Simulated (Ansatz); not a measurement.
Single points on the cluster Au2I⁺.

```yaml
crystal:
  periodic: [false, false, false]
  atoms:
    - {symbol: Au, position_ang: [0.450738, -0.206175, -0.276399]}
    - {symbol: Au, position_ang: [1.041537, 0.344190, 2.164882]}
    - {symbol: I, position_ang: [-1.492275, -0.138005, -1.888483]}
basis:
  gaussian: {orbitals: def2-TZVP, initial_orbitals: start.molden}
total_charge: 1
hamiltonian: {xc: pbe, dispersion: d4}
scf: {omitted_lower_state_checks: [starts]}
output: {orbitals: {seedname: orbitals}}
```

The file start.molden holds the orbitals of an earlier run on this structure, at another level or in another basis.

```sh
$ ansatz run in.yaml --threads 4 --pin off --events-out ev --progress --plain --max-ram 3916MiB
```

Output, abridged:

```
Functional definition: PBE
1083 factors; their error is unknown
mean field evaluation 1: about -15482.4175 eV, gradient 8.1e0 eV
mean field evaluation 2: about -15482.5811 eV, gradient 2.6e-1 eV
mean field evaluation 4: about -15482.5686 eV, gradient 1.6e-1 eV
mean field evaluation 8: about -15482.5686 eV, gradient 7.3e-5 eV
mean field -15482.56862772 eV, -568.9739026067 hartree, gradient 7.9e-6 eV, S^2 0.000000; 0 other end points of the search recorded, 0 dependent functions left out
reference -15482.56866899 eV, -568.9739041235 hartree; 31, 31 occupied and 99, 99 virtual orbitals, 1083 factors
Total energy: -15482.67777043 eV, -568.9779135273 hartree
Checks for a lower state left out: starts
```

Run time 1.4 s (4 threads of Arm Neoverse V2 on a shared host).

As the first input, with `hamiltonian: {xc: pbe0, dispersion: d4}` (abridged; 1.9 s):

```
Functional definition: PBE0
mean field -15480.37958162 eV, -568.8934566462 hartree, gradient 1.6e-5 eV, S^2 0.000000
Total energy: -15480.47473701 eV, -568.8969535425 hartree
Checks for a lower state left out: starts
```

As the first input, with `hamiltonian: {xc: r2scan, dispersion: d4}` (abridged; 2.8 s):

```
Functional definition: r2SCAN
mean field -15486.72676179 eV, -569.1267112154 hartree, gradient 1.5e-5 eV, S^2 0.000000
Total energy: -15486.74794218 eV, -569.1274895802 hartree
Checks for a lower state left out: starts
```

Geometry: PBE0-D4/def2-TZVP, that of the neutral doublet.

In the def2 sets Au, I take a core potential; there is no spin–orbit coupling. A triplet lies near this restricted singlet, and broken spin symmetry wasn't tried. At PBE-D4/def2-TZVP an occupied level of the charge 1 singlet lies above an empty one (by up to 0.04 eV), so this SCF solution is probably not the lowest. The order of the spin states hangs on the level: the triplet lies 0.12 eV below the singlet at PBE0-D4/def2-TZVP, but 0.02 eV above it at PBE-D4/def2-TZVP. The singlet is doubtful at PBE0-D4/def2-TZVP (restricted singlet with a triplet 0.12 eV lower at the same geometry). The singlet is doubtful at PBE-D4/def2-TZVP (an occupied level 0.04 eV above an empty one). The structure comes from a short search, and lower isomers may exist.
